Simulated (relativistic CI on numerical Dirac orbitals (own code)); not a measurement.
## Pt LI: computed level list

Computed by Dirac-Coulomb-Breit CI, orbitals from a KLI potential per configuration, model QED (radiative potential, 1s self-energy scaled to tabulated hydrogen-like ionisation energies), unscaled Slater integrals (own radial code, finite nucleus).

CI space (outside the closed core [Ne]): 3s²3p⁶3d¹⁰, 3s²3p⁶3d⁹4s, 3s²3p⁶3d⁹4p, 3s²3p⁶3d⁹4d, 3s²3p⁵3d¹⁰4s, 3s²3p⁶3d⁹4f, 3s²3p⁵3d¹⁰4p, 3s²3p⁶3d⁸4s², 3s²3p⁵3d¹⁰4d, 3s²3p⁶3d⁸4s4p, 3s3p⁶3d¹⁰4s, 3s²3p⁶3d⁹5s, 3s²3p⁵3d¹⁰4f, 3s²3p⁶3d⁸4p², 3s²3p⁶3d⁸4s4d, 3s²3p⁶3d⁹5p, 3s3p⁶3d¹⁰4p, 3s²3p⁵3d⁹4s², 3s²3p⁶3d⁹5d, 3s²3p⁶3d⁸4p4d, 3s²3p⁶3d⁹5f, 3s²3p⁵3d⁹4s4p, 3s²3p⁶3d⁹5g, 3s3p⁶3d¹⁰4d, 3s²3p⁶3d⁸4d², 3s²3p⁵3d⁹4p², 3s²3p⁵3d⁹4s4d, 3s3p⁶3d¹⁰4f, 3s3p⁶3d⁹4s², 3s²3p⁵3d¹⁰5s, 3s²3p⁶3d⁹6s, 3s²3p⁴3d¹⁰4s², 3s²3p⁶3d⁹6p, 3s²3p⁵3d⁹4p4d, 3s²3p⁵3d¹⁰5p, 3s²3p⁶3d⁹6d. Levels of other configurations are missing.

| No. | Configuration | Term | J | E (Ry) | % | Landé g | Lifetime (s) |
| --- | --- | --- | --- | --- | --- | --- | --- |
| 1 | 3s²3p⁶3d¹⁰ | ¹S | 0 | 0.000 | 100 |  |  |
| 2 | 3s²3p⁶3d⁹4s | ³D | 3 | 132.197 | 100 | 1.322 |  |
| 3 | 3s²3p⁶3d⁹4s | ¹D | 2 | 132.347 | 58 | 1.057 | 1.06e-10 |
| 4 | 3s²3p⁶3d⁹4s | ³D | 1 | 138.515 | 100 | 0.484 | 1.92e-07 |
| 5 | 3s²3p⁶3d⁹4s | ³D | 2 | 138.609 | 58 | 1.085 | 1.41e-10 |
| 6 | 3s²3p⁶3d⁹4p | ³P° | 2 | 140.016 | 51 | 1.291 | 1.93e-11 |
| 7 | 3s²3p⁶3d⁹4p | ³F° | 3 | 140.105 | 45 | 1.097 | 1.89e-11 |
| 8 | 3s²3p⁶3d⁹4p | ³F° | 2 | 146.330 | 77 | 0.750 | 1.89e-11 |
| 9 | 3s²3p⁶3d⁹4p | ³D° | 1 | 146.608 | 50 | 0.838 | 1.07e-13 |
| 10 | 3s²3p⁶3d⁹4p | ³F° | 4 | 150.007 | 100 | 1.240 | 1.52e-12 |
| 11 | 3s²3p⁶3d⁹4p | ¹D° | 2 | 150.160 | 50 | 1.190 | 1.54e-12 |
| 12 | 3s²3p⁶3d⁹4p | ¹P° | 1 | 150.249 | 62 | 1.110 | 5.82e-14 |
| 13 | 3s²3p⁶3d⁹4p | ³D° | 3 | 150.419 | 72 | 1.231 | 1.43e-12 |
| 14 | 3s²3p⁶3d⁹4p | ³P° | 0 | 156.066 | 100 |  | 1.60e-12 |
| 15 | 3s²3p⁶3d⁹4p | ³P° | 1 | 156.419 | 48 | 1.011 | 4.20e-13 |
| 16 | 3s²3p⁶3d⁹4p | ³F° | 3 | 156.441 | 53 | 1.058 | 1.50e-12 |
| 17 | 3s²3p⁶3d⁹4p | ³D° | 2 | 156.655 | 54 | 1.057 | 1.45e-12 |
| 18 | 3s²3p⁶3d⁹4d | ³P | 1 | 161.476 | 45 | 1.597 | 9.77e-13 |
| 19 | 3s²3p⁶3d⁹4d | ³G | 4 | 161.863 | 51 | 1.035 | 8.59e-13 |
| 20 | 3s²3p⁶3d⁹4d | ³D | 2 | 161.980 | 50 | 1.189 | 8.62e-13 |
| 21 | 3s²3p⁶3d⁹4d | ³F | 3 | 162.169 | 49 | 1.081 | 8.25e-13 |
| 22 | 3s²3p⁶3d⁹4d | ¹P | 1 | 163.756 | 57 | 1.126 | 2.92e-12 |
| 23 | 3s²3p⁶3d⁹4d | ³G | 5 | 163.891 | 100 | 1.191 | 2.72e-12 |
| 24 | 3s²3p⁶3d⁹4d | ³D | 3 | 164.211 | 60 | 1.183 | 2.66e-12 |
| 25 | 3s²3p⁶3d⁹4d | ¹D | 2 | 164.308 | 48 | 1.171 | 2.32e-12 |
| 26 | 3s²3p⁶3d⁹4d | ³F | 4 | 164.362 | 81 | 1.194 | 2.57e-12 |
| 27 | 3s²3p⁶3d⁹4d | ³P | 0 | 165.644 | 86 |  | 1.67e-12 |
| 28 | 3s²3p⁶3d⁹4d | ³D | 1 | 168.105 | 52 | 0.825 | 9.08e-13 |
| 29 | 3s²3p⁶3d⁹4d | ³G | 3 | 168.132 | 83 | 0.787 | 8.53e-13 |
| 30 | 3s²3p⁶3d⁹4d | ³F | 2 | 168.596 | 66 | 0.791 | 8.07e-13 |

Energies count from the lowest computed level; ° marks odd parity; lifetimes are radiative, by E1, M1, E2, M2 decay to levels of this space only; some are left blank where a channel outside the calculation adds to the decay or the decay crosses a small, uncertain gap.

The mean weight of the leading LS term, summed over parents, in these 30 levels is 67 %, and that of the leading jj configuration (from the same eigenvectors) 99 %, so jj coupling describes them better and the LS labels are nominal.

At this charge energies of transitions that change n are usually good to better than 1 %, and those within a shell (Δn = 0) to a few per cent.

LS names give the leading component of a level, which can be under half, so a name can repeat, a term be missing and a line seem to break the LS rules.
